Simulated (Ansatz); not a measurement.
System: C$_{4}$H$_{2}$FO, charge -1, multiplicity 1. It need not be the lowest isomer of its formula. Whether it binds its extra electron was not tested at this geometry. 
Geometry from a B3LYP-D3(BJ)/def2-TZVP (Ansatz, an electronic-structure program) optimisation:
```xyz
8

F      1.8527    -0.3928     0.7911
C      0.5872    -0.1901     0.2810
C     -0.4813    -1.1266     0.3618
C     -1.4467    -0.4194    -0.2825
O     -1.0550     0.8667    -0.7474
C      0.2525     0.9616    -0.3608
H     -2.4802    -0.6229    -0.5287
H      0.7757     1.8711    -0.6086
```
Charge -1, spin multiplicity 1.

Basis-set convergence of Hartree-Fock and MP2 correlation energies (hartree) with Ansatz. Cores are frozen in the correlated levels unless marked. Spin-orbit coupling is left out. No relativistic terms. This anion needs diffuse functions, which these sets lack.

The Hartree-Fock reference is unstable (checked in the largest basis), which strains HF and MP2. 

```tsv
basis	functions	E(HF)	E(corr, MP2)
cc-pVDZ	94	-326.84235	-0.89103
cc-pVTZ	208	-326.94291	-1.12139
cc-pVQZ	390	[?]	[?]
```

Q: Fill in the missing entries.

A: 
- cc-pVQZ, E(HF): -326.96963
- cc-pVQZ, E(corr, MP2): -1.20546
